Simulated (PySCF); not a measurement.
PySCF job for B(AsH2)2(H) (As2BH5), SMILES [AsH2]B[AsH2], PBE-D3(BJ)/def2-SVP. Coordinates come from a PBE-D3(BJ)/def2-SVP optimisation. This is a generated structure with no PubChem entry under its InChIKey; it may be hypothetical.

```python
import numpy as np
from pyscf import gto, scf, dft, df
from pyscf.hessian import thermo

mol = gto.M(
    atom='''
    B     0.00000000    0.00000000    0.86529457
    As    1.76715770    0.06369443   -0.07672181
    H     2.46120697   -1.08758112    0.66078553
    H     1.40612321   -0.73795453   -1.33269768
    As   -1.76715770   -0.06369443   -0.07672181
    H    -2.46120696    1.08758112    0.66078553
    H    -1.40612322    0.73795454   -1.33269768
    H     0.00000000    0.00000000    2.08099112
    ''',
    basis='def2-SVP',
    charge=0,
    spin=0,
    max_memory=1600,
    verbose=3,
)
mf = dft.RKS(mol, xc='pbe').density_fit(auxbasis='def2-universal-jkfit')
mf.disp = 'd3bj'
mf.grids.level = 3
mf.conv_tol = 1e-11
mf.max_cycle = 100
mf.kernel()

# analytic Hessian; the response equations are solved on a coarser grid
h, args, fine = mf.Hessian(), (mf.mo_energy, mf.mo_coeff, mf.mo_occ), mf.grids
h.max_memory = max(150, 2.5e-5 * df.make_auxmol(mol, mf.with_df.auxbasis).nao * mol.nelec[0] * (mol.nelec[0] + mol.nao))  # MB; small integral blocks
h1ao = h.make_h1(mf.mo_coeff, mf.mo_occ)
mf.grids = dft.Grids(mol).set(level=1).build(with_non0tab=True)
mo1, mo_e1 = h.solve_mo1(*args, h1ao)
mf.grids = fine
hess = h.hess_elec(*args, mo1, mo_e1, h1ao) + h.hess_nuc()
if mf.do_disp():
    hess += h.get_dispersion()
for i in range(mol.natm):  # the analytic DFT Hessian lacks the response of the grid: restore translational invariance
    hess[i, i] -= hess[i].sum(axis=0)
hess = (hess + hess.transpose(1, 0, 3, 2)) / 2
vib = thermo.harmonic_analysis(mol, hess, imaginary_freq=False)
thermo.dump_normal_mode(mol, vib)
th = thermo.thermo(mf, vib['freq_au'][vib['freq_au'] > 0], 298.15, 101325)
thermo.dump_thermo(mol, th)
g0 = mf.nuc_grad_method().set(verbose=0).kernel()

# dipole derivatives [dipole axis, atom, xyz] from the same response
r, irp = mol.intor('int1e_r'), mol.intor('int1e_irp').reshape(3, 3, mol.nao, mol.nao)
sl, dm0, ok = mol.aoslice_by_atom(), np.array(mf.make_rdm1()), []
dmu = np.einsum('a,xt->xat', mol.atom_charges(), np.eye(3))
for a, (_, _, p0, p1) in enumerate(sl):
    dmu[:, a] += 2 * np.einsum('xtij,ij->xt', irp[:, :, :, p0:p1], dm0.reshape(-1, mol.nao, mol.nao).sum(0)[:, p0:p1])
    for u, c, occ, f in [(mo1, mf.mo_coeff, mf.mo_occ, 4)]:
        dmu[:, a] -= f * np.einsum('tui,xuv,vi->xt', u[a], r, c[:, occ > 0], optimize=True)
L = vib['norm_mode']
ir = 974.8801 * (np.einsum('xat,kat->kx', dmu, L) ** 2).sum(1)       # km/mol
apt = np.einsum('xax->a', dmu) / 3
print('mode   freq/cm-1   IR/(km/mol)')
for k, w in enumerate(vib['freq_wavenumber']):
    print(f'{k + 1:4d} {w:11.2f} {ir[k]:13.3f}')
print('max |gradient| / (hartree/bohr):', abs(g0).max())
print('APT charges:', apt.round(4))
```

Output:

```
converged SCF energy = -4498.28957743726

WARN: DFTD3 does not support analytical Hessian, using finite difference


WARN: Mole.unit (angstrom) is changed to Bohr

Mode                                 0                   1                   2
Irrep
Freq [cm^-1]                      116.3230            187.5700            215.7548
Reduced mass [au]                   9.4294              1.3207              1.0226
Force const [Dyne/A]                0.0752              0.0274              0.0280
Char temp [K]                     167.3629            269.8714            310.4231
Normal mode                   x     y     z       x     y     z       x     y     z
       0   B                -0.00  0.00  0.10   -0.02  0.14  0.00    0.00 -0.00 -0.01
       1  As                -0.07 -0.00 -0.01    0.01 -0.01  0.00    0.00  0.00  0.01
       2   H                 0.02  0.01 -0.07   -0.34 -0.33 -0.16   -0.15 -0.31 -0.34
       3   H                -0.18 -0.00  0.02   -0.18  0.26 -0.12   -0.10  0.44 -0.24
       4  As                 0.07  0.00 -0.01    0.01 -0.01 -0.00   -0.00 -0.00  0.01
       5   H                -0.02 -0.01 -0.07   -0.34 -0.33  0.16    0.15  0.31 -0.34
       6   H                 0.18  0.00  0.02   -0.18  0.26  0.12    0.10 -0.44 -0.24
       7   H                 0.00  0.00  0.10   -0.00  0.10  0.00    0.00 -0.00 -0.01
Mode                                 3                   4                   5
Irrep
Freq [cm^-1]                      391.2523            474.8049            498.9188
Reduced mass [au]                   2.3730              1.1523              1.1119
Force const [Dyne/A]                0.2140              0.1531              0.1631
Char temp [K]                     562.9249            683.1386            717.8331
Normal mode                   x     y     z       x     y     z       x     y     z
       0   B                -0.00 -0.00  0.19   -0.07 -0.04 -0.00    0.00 -0.00 -0.08
       1  As                 0.03  0.01 -0.02    0.01  0.01 -0.01   -0.01  0.01  0.00
       2   H                -0.05 -0.08 -0.06   -0.29 -0.07  0.18   -0.55 -0.17  0.25
       3   H                -0.36 -0.10  0.15   -0.27 -0.26  0.23   -0.17 -0.11  0.11
       4  As                -0.03 -0.01 -0.02    0.01  0.01  0.01    0.01 -0.01  0.00
       5   H                 0.05  0.08 -0.06   -0.29 -0.07 -0.18    0.55  0.17  0.25
       6   H                 0.36  0.10  0.15   -0.27 -0.26 -0.23    0.17  0.11  0.11
       7   H                -0.00 -0.00  0.19   -0.21 -0.43 -0.00    0.00 -0.00 -0.08
Mode                                 6                   7                   8
Irrep
Freq [cm^-1]                      582.3117            681.0062            740.5339
Reduced mass [au]                   1.0294              1.7098              1.3876
Force const [Dyne/A]                0.2057              0.4672              0.4483
Char temp [K]                     837.8169            979.8163           1065.4634
Normal mode                   x     y     z       x     y     z       x     y     z
       0   B                -0.02 -0.02  0.00    0.17  0.10 -0.00    0.00 -0.00 -0.16
       1  As                -0.00  0.00 -0.01   -0.01 -0.00  0.01    0.00  0.00  0.01
       2   H                -0.36 -0.03  0.29    0.04  0.08  0.08    0.24  0.02 -0.18
       3   H                 0.44  0.01 -0.14   -0.12  0.02  0.04   -0.45 -0.08  0.19
       4  As                -0.00  0.00  0.01   -0.01 -0.00 -0.01   -0.00 -0.00  0.01
       5   H                -0.36 -0.03 -0.29    0.04  0.08 -0.08   -0.24 -0.02 -0.18
       6   H                 0.44  0.01  0.14   -0.12  0.02 -0.04    0.45  0.08  0.19
       7   H                 0.33 -0.08  0.00    0.41 -0.56 -0.00    0.00  0.00 -0.17
Mode                                 9                  10                  11
Irrep
Freq [cm^-1]                      744.2648            939.6880            954.6894
Reduced mass [au]                   1.6502              1.1701              1.0227
Force const [Dyne/A]                0.5386              0.6088              0.5492
Char temp [K]                    1070.8314           1352.0019           1373.5855
Normal mode                   x     y     z       x     y     z       x     y     z
       0   B                -0.14  0.13 -0.00    0.11 -0.02  0.00    0.00 -0.00 -0.00
       1  As                 0.01 -0.01 -0.01   -0.00 -0.00 -0.00   -0.00  0.01  0.00
       2   H                 0.19  0.12 -0.01   -0.08  0.17  0.33   -0.04 -0.29 -0.40
       3   H                 0.20  0.10 -0.12   -0.09  0.28 -0.14    0.27 -0.38  0.16
       4  As                 0.01 -0.01  0.01   -0.00 -0.00  0.00    0.00 -0.01  0.00
       5   H                 0.19  0.12  0.01   -0.08  0.17 -0.33    0.04  0.29 -0.40
       6   H                 0.20  0.10  0.12   -0.09  0.28  0.14   -0.27  0.38  0.16
       7   H                -0.30 -0.50 -0.00   -0.58  0.06  0.00   -0.00  0.00 -0.00
Mode                                12                  13                  14
Irrep
Freq [cm^-1]                      981.3614           2141.8810           2144.1930
Reduced mass [au]                   1.2686              1.0189              1.0189
Force const [Dyne/A]                0.7198              2.7541              2.7601
Char temp [K]                    1411.9605           3081.6899           3085.0164
Normal mode                   x     y     z       x     y     z       x     y     z
       0   B                -0.13 -0.03 -0.00   -0.00 -0.00 -0.00    0.00  0.00 -0.00
       1  As                 0.01 -0.00 -0.00   -0.00  0.01  0.00   -0.00  0.01  0.00
       2   H                 0.08  0.20  0.24    0.25 -0.39  0.27    0.25 -0.38  0.26
       3   H                -0.31  0.25 -0.07   -0.10 -0.22 -0.38   -0.11 -0.23 -0.40
       4  As                 0.01 -0.00  0.00    0.00 -0.01  0.00   -0.00  0.01 -0.00
       5   H                 0.08  0.20 -0.24   -0.26  0.39  0.27    0.25 -0.37 -0.26
       6   H                -0.31  0.25  0.07    0.10  0.22 -0.38   -0.11 -0.23  0.40
       7   H                 0.48  0.11 -0.00    0.00  0.00 -0.00   -0.00 -0.01 -0.00
Mode                                15                  16                  17
Irrep
Freq [cm^-1]                     2165.6961           2169.3424           2566.4377
Reduced mass [au]                   1.0226              1.0224              1.0951
Force const [Dyne/A]                2.8259              2.8348              4.2498
Char temp [K]                    3115.9544           3121.2008           3692.5324
Normal mode                   x     y     z       x     y     z       x     y     z
       0   B                 0.00 -0.00  0.00   -0.00  0.00  0.00    0.00  0.00 -0.09
       1  As                 0.00 -0.00  0.01   -0.00  0.00 -0.01   -0.00  0.00 -0.00
       2   H                -0.21  0.36 -0.22    0.20 -0.34  0.21    0.01 -0.01  0.00
       3   H                -0.12 -0.27 -0.42    0.12  0.28  0.44    0.00  0.00  0.01
       4  As                 0.00 -0.00 -0.01    0.00 -0.00 -0.01    0.00 -0.00 -0.00
       5   H                -0.21  0.36  0.22   -0.20  0.34  0.21   -0.01  0.01  0.00
       6   H                -0.12 -0.27  0.42   -0.12 -0.28  0.44   -0.00 -0.00  0.01
       7   H                -0.01 -0.00 -0.00    0.00  0.00 -0.02    0.00 -0.00  0.95
temperature 298.1500 [K]
pressure 101325.00 [Pa]
Rotational constants [GHz] 23.29229 1.03513 1.00651
Symmetry number 2
Zero-point energy (ZPE) 0.04259 [Eh]   111827.089 [J/mol]
                           tot       elec      trans        rot        vib
Entropy [J/mol/K]       327.534      0.000    172.478    107.141     47.915
Cv [J/mol/K]             85.178      0.000     12.472     12.472     60.234
Cp [J/mol/K]             93.492      0.000     20.786     12.472     60.234
Internal energy [J/mol]                      3718.434   3718.434 120286.861
Internal energy [Eh]   -4498.24093  -4498.28958
Enthalpy [J/mol]                             6197.391   3718.434 120286.861
Enthalpy [Eh]          -4498.23999
Gibbs free energy [J/mol]                  -45226.888 -28225.662 106000.908
Gibbs free energy [Eh] -4498.27718
mode   freq/cm-1   IR/(km/mol)
   1      116.32         0.097
   2      187.57         7.881
   3      215.75         0.975
   4      391.25         5.547
   5      474.80        16.262
   6      498.92         0.488
   7      582.31         2.466
   8      681.01         8.393
   9      740.53         7.849
  10      744.26        14.697
  11      939.69       142.585
  12      954.69         5.905
  13      981.36         7.417
  14     2141.88         6.805
  15     2144.19       120.989
  16     2165.70        36.232
  17     2169.34        98.479
  18     2566.44        66.851
max |gradient| / (hartree/bohr): 5.791226816711171e-05
APT charges: [ 0.3144  0.1173 -0.1073 -0.103   0.1173 -0.1073 -0.103  -0.1284]
```

The run converged.
